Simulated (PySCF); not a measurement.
## Spinor energies of Sb (antimony, neutral)

Start: [Kr] 4d10 5s2 5p3; 5p1/2 filled at m_j = -1/2, +1/2; 5p3/2 filled at m_j = +3/2. Calculated with PySCF 2.14 in x2c-SVPall-2c (6s8p4d, 50 functions): generalised Hartree-Fock with the X2C-1e Hamiltonian and a Gaussian nucleus; one run each with spin-orbit coupling (SO) switched off, then screened by Boettger's factors.

```csv
spinor shell,electrons,"ε, spin-free (eV)","ε, screened SO (eV)",weight of nominal j (screened SO),"rms radius, screened SO (bohr)"
1s1/2,2,-30637.5,-30634.6,1.000,0.0326
2s1/2,2,-4754.8,-4753.9,1.000,0.133
2p1/2,2,-4262.6,-4437.6,1.000,0.115
2p3/2,4,-4262.6,-4182.9,1.000,0.120
3s1/2,2,-971.76,-971.49,1.000,0.352
3p1/2,2,-807.14,-840.33,1.000,0.345
3d3/2,4,-556.24,-561.92,1.000,0.330
3d5/2,6,-556.24,-552.16,1.000,0.333
4s1/2,2,-175.62,-175.52,1.000,0.840
4p1/2,2,-122.73,-128.85,0.999,0.894
4p3/2,4,-122.73,-119.84,1.000,0.921
4d3/2,4,-43.457,-44.188,0.984,1.11
4d5/2,6,-43.457,-42.859,0.989,1.12
5s1/2,2,-16.732,-16.706,1.000,2.45
5p1/2,2,-8.989,-9.128,0.597,2.99
5p3/2,1,-8.989,-8.708,1.000,3.05
```

(1) Where does 3p3/2 lie, and what is the 3p spin-orbit splitting (screened SO)?

```
   quantity    spin-free  screened SO
E (hartree)  -6476.49797  -6478.12636
        M_J          3/2          3/2
       ⟨J²⟩        3.752        3.753
       ⟨L²⟩        0.000        0.064
       ⟨S²⟩        3.752        3.702
```

Each row is a mean over spinors that exchange with the open shell spreads, by up to 6.026 eV (5s1/2).

Rows whose weight is well below 1 are mixtures of j = l ± 1/2: exchange outweighs spin-orbit coupling there, and the label is only the starting occupation.

Breit and QED terms are absent; they matter most for the inner s and p1/2 levels.

Densities and radii are taken from the X2C orbitals without a picture-change correction, which distorts them close to the nucleus.

Without spin-orbit coupling the j labels of p, d and f shells carry no meaning; the spin-free column gives the mean over the occupied spinors of each nl shell.

Answers

(1) At -791.85 eV, 48.480 eV above 3p1/2.
